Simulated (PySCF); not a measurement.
PySCF input file for Cl5OSi2, SMILES O([Si](Cl)(Cl)Cl)[Si](Cl)Cl (connectivity only; charge and spin as stated), charge +1, multiplicity 1, ωB97X-D3(BJ)/def2-SVP. Coordinates come from a ωB97X-D3(BJ)/def2-SVP optimisation. The spin state was assumed, not searched. The isomer is the one that the SMILES or the coordinates give; other isomers of the formula were not compared. Other conformers were not sampled.

```python
import numpy as np
from pyscf import gto, scf, dft, df
from pyscf.hessian import thermo

mol = gto.M(
    atom='''
    Cl    1.72954732    2.38169738    0.00000001
    Si   -0.12854451    1.75734833    0.00000000
    Cl   -1.58076086    3.07023281   -0.00000001
    O    -0.47923692    0.23141762    0.00000000
    Si   -0.06471202   -1.43940902   -0.00000001
    Cl   -0.85656619   -2.18208450   -1.68069474
    Cl    1.94902163   -1.45849596    0.00000001
    Cl   -0.85656621   -2.18208450    1.68069474
    ''',
    basis='def2-SVP',
    charge=1,
    spin=0,
    max_memory=1600,
    verbose=3,
)
mf = dft.RKS(mol, xc='wb97x-d3bj').density_fit(auxbasis='def2-universal-jkfit')
mf.grids.level = 3
mf.conv_tol = 1e-11
mf.max_cycle = 100
mf.kernel()

# [left out here: the lines that compute and print the analytic Hessian (its translational invariance restored by hand, since the grid's response is missing), thermochemistry and intensities]
```

Program output:

```
converged SCF energy = -2954.35484377743

WARN: DFTD3 does not support analytical Hessian, using finite difference


WARN: Mole.unit (angstrom) is changed to Bohr

Mode                                 0                   1                   2
Irrep
Freq [cm^-1]                        6.0054             35.6413             36.1524
Reduced mass [au]                  35.2593             28.6931             31.1066
Force const [Dyne/A]                0.0007              0.0215              0.0240
Char temp [K]                       8.6404             51.2799             52.0153
Normal mode                   x     y     z       x     y     z       x     y     z
       0  Cl                 0.00  0.00 -0.11   -0.00  0.00 -0.02    0.00 -0.09 -0.00
       1  Si                 0.00  0.00 -0.01    0.00  0.00  0.01   -0.02 -0.02  0.00
       2  Cl                -0.00 -0.00  0.08   -0.00 -0.00 -0.07    0.03  0.04 -0.00
       3   O                 0.00 -0.00  0.02    0.00  0.00  0.11   -0.08 -0.00  0.00
       4  Si                 0.00 -0.00  0.01    0.00 -0.00  0.03   -0.02  0.01  0.00
       5  Cl                 0.05  0.02 -0.02   -0.02  0.09  0.00    0.02 -0.03 -0.00
       6  Cl                -0.00 -0.00  0.06    0.00 -0.00  0.01   -0.01  0.10  0.00
       7  Cl                -0.05 -0.02 -0.02    0.02 -0.09  0.00    0.02 -0.03  0.00
Mode                                 3                   4                   5
Irrep
Freq [cm^-1]                      130.3488            145.5221            160.7913
Reduced mass [au]                  34.8938             34.3848             29.6734
Force const [Dyne/A]                0.3493              0.4290              0.4520
Char temp [K]                     187.5430            209.3739            231.3429
Normal mode                   x     y     z       x     y     z       x     y     z
       0  Cl                -0.00 -0.09  0.00   -0.05  0.01 -0.00   -0.00 -0.00 -0.01
       1  Si                -0.03 -0.01  0.00   -0.05  0.01 -0.00   -0.00 -0.00  0.05
       2  Cl                -0.04 -0.02  0.00    0.03  0.11  0.00    0.00  0.00 -0.01
       3   O                -0.02 -0.01  0.00   -0.02  0.00 -0.00    0.00 -0.00  0.09
       4  Si                 0.01  0.01  0.00    0.00 -0.01 -0.00    0.00 -0.00  0.03
       5  Cl                 0.03  0.08 -0.03    0.04 -0.02 -0.01    0.07 -0.02  0.01
       6  Cl                 0.01 -0.04 -0.00    0.00 -0.08  0.00    0.00  0.00 -0.10
       7  Cl                 0.03  0.08  0.03    0.04 -0.02  0.01   -0.07  0.02  0.01
Mode                                 6                   7                   8
Irrep
Freq [cm^-1]                      194.1931            222.0765            236.5190
Reduced mass [au]                  32.5546             30.2255             29.1679
Force const [Dyne/A]                0.7233              0.8783              0.9614
Char temp [K]                     279.4006            319.5186            340.2982
Normal mode                   x     y     z       x     y     z       x     y     z
       0  Cl                -0.00  0.06 -0.00    0.06 -0.02 -0.00   -0.00  0.00 -0.03
       1  Si                 0.03 -0.04  0.00    0.02  0.07  0.00   -0.00 -0.00  0.13
       2  Cl                 0.04 -0.03 -0.00   -0.06 -0.01 -0.00    0.00  0.00 -0.03
       3   O                -0.04 -0.02  0.00   -0.00  0.07  0.00    0.00 -0.00  0.06
       4  Si                -0.06 -0.03  0.00   -0.05  0.06 -0.00    0.00 -0.00 -0.05
       5  Cl                 0.04  0.01 -0.07    0.04 -0.04  0.00   -0.03 -0.04 -0.03
       6  Cl                -0.07  0.01 -0.00   -0.06 -0.03  0.00    0.00  0.00  0.04
       7  Cl                 0.04  0.01  0.07    0.04 -0.04 -0.00    0.03  0.04 -0.03
Mode                                 9                  10                  11
Irrep
Freq [cm^-1]                      326.5000            327.1492            430.9257
Reduced mass [au]                  20.4846             22.8502             25.9551
Force const [Dyne/A]                1.2866              1.4409              2.8397
Char temp [K]                     469.7608            470.6948            620.0061
Normal mode                   x     y     z       x     y     z       x     y     z
       0  Cl                 0.00 -0.00 -0.02    0.01 -0.02  0.00    0.06  0.02  0.00
       1  Si                -0.00  0.00  0.10   -0.01  0.03 -0.00    0.01  0.01 -0.00
       2  Cl                -0.00  0.00 -0.02   -0.04  0.04  0.00   -0.04  0.02  0.00
       3   O                 0.00 -0.00 -0.18    0.16 -0.01  0.00   -0.14  0.01  0.00
       4  Si                -0.00 -0.00  0.03   -0.01 -0.07 -0.00    0.01 -0.02 -0.00
       5  Cl                 0.02  0.03  0.02   -0.01 -0.01 -0.05   -0.03 -0.02 -0.05
       6  Cl                -0.00  0.00 -0.02   -0.00  0.04  0.00    0.08 -0.01  0.00
       7  Cl                -0.02 -0.03  0.02   -0.01 -0.01  0.05   -0.03 -0.02  0.05
Mode                                12                  13                  14
Irrep
Freq [cm^-1]                      516.9762            688.3287            703.2771
Reduced mass [au]                  30.9085             29.0248             26.5722
Force const [Dyne/A]                4.8671              8.1023              7.7434
Char temp [K]                     743.8136            990.3518           1011.8592
Normal mode                   x     y     z       x     y     z       x     y     z
       0  Cl                -0.07 -0.02  0.00    0.01  0.00 -0.00   -0.04 -0.02 -0.00
       1  Si                 0.01  0.04 -0.00    0.01 -0.04 -0.00    0.02  0.10  0.00
       2  Cl                 0.05 -0.04  0.00   -0.02  0.02  0.00    0.03 -0.03  0.00
       3   O                 0.04  0.05  0.00    0.03 -0.04  0.00   -0.04  0.08 -0.00
       4  Si                -0.03  0.09 -0.00   -0.15  0.00 -0.00   -0.04 -0.11  0.00
       5  Cl                -0.02 -0.03 -0.05    0.02  0.01  0.03    0.01  0.01  0.02
       6  Cl                 0.06 -0.00  0.00    0.07 -0.00  0.00    0.02  0.00 -0.00
       7  Cl                -0.02 -0.03  0.05    0.02  0.01 -0.03    0.01  0.01 -0.02
Mode                                15                  16                  17
Irrep
Freq [cm^-1]                      709.8043            776.6877           1215.6240
Reduced mass [au]                  29.9527             29.9978             18.3954
Force const [Dyne/A]                8.8913             10.6618             16.0162
Char temp [K]                    1021.2503           1117.4806           1749.0123
Normal mode                   x     y     z       x     y     z       x     y     z
       0  Cl                 0.00  0.00 -0.00   -0.06 -0.02 -0.00    0.01  0.00  0.00
       1  Si                -0.00 -0.00  0.00    0.15 -0.03  0.00   -0.02 -0.10 -0.00
       2  Cl                -0.00  0.00 -0.00   -0.05  0.04 -0.00   -0.00  0.00 -0.00
       3   O                 0.00 -0.00 -0.02   -0.02  0.00  0.00    0.02  0.21  0.00
       4  Si                 0.00  0.00  0.16    0.02  0.00 -0.00    0.00 -0.02  0.00
       5  Cl                -0.03 -0.02 -0.06   -0.00 -0.00 -0.00   -0.00 -0.00 -0.00
       6  Cl                 0.00 -0.00 -0.00   -0.01 -0.00 -0.00    0.00 -0.00  0.00
       7  Cl                 0.03  0.02 -0.06   -0.00 -0.00  0.00   -0.00 -0.00  0.00
temperature 298.1500 [K]
pressure 101325.00 [Pa]
Rotational constants [GHz] 0.86266 0.39046 0.34157
Symmetry number 1
Zero-point energy (ZPE) 0.01563 [Eh]   41047.001 [J/mol]
                           tot       elec      trans        rot        vib
Entropy [J/mol/K]       477.364      0.000    177.579    135.152    164.633
Cv [J/mol/K]            135.157      0.000     12.472     12.472    110.214
Cp [J/mol/K]            143.472      0.000     20.786     12.472    110.214
Internal energy [J/mol]                      3718.434   3718.434  61849.025
Internal energy [Eh]   -2954.32845  -2954.35484
Enthalpy [J/mol]                             6197.391   3718.434  61849.025
Enthalpy [Eh]          -2954.32751
Gibbs free energy [J/mol]                  -46747.714 -36577.028  12763.556
Gibbs free energy [Eh] -2954.38172
mode   freq/cm-1   IR/(km/mol)
   1        6.01         0.027
   2       35.64         0.035
   3       36.15         0.365
   4      130.35         0.440
   5      145.52         4.030
   6      160.79         2.585
   7      194.19         8.488
   8      222.08        26.552
   9      236.52         1.626
  10      326.50        54.847
  11      327.15        25.538
  12      430.93        16.074
  13      516.98        98.405
  14      688.33       158.711
  15      703.28        67.637
  16      709.80       217.228
  17      776.69       269.078
  18     1215.62       800.360
max |gradient| / (hartree/bohr): 2.784837031423996e-05
APT charges: [-0.3119  2.0692 -0.3148 -1.4276  2.3994 -0.4676 -0.4782 -0.4676]
```

Self-consistency was reached.

Cost: roughly 5 core-minutes.
